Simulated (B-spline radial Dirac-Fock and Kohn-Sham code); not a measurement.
These are calculated numbers from an atomic code on a B-spline grid; the model is multi-electron Dirac-Fock with separately optimised hole states, Breit and Lamb-shift corrections added in first order. Free neutral atoms.

Problem. Order these X-ray lines by photon energy, lowest first.
A. Er Lγ3
B. La Lγ1
C. Mn Kα1
D. Au Lγ6
E. Ho Lγ4
F. Eu Lγ3

Solution. B (5789.6 eV), C (5896.7 eV), F (7788.8 eV), E (9373.6 eV), A (9430.1 eV), D (13729.8 eV).
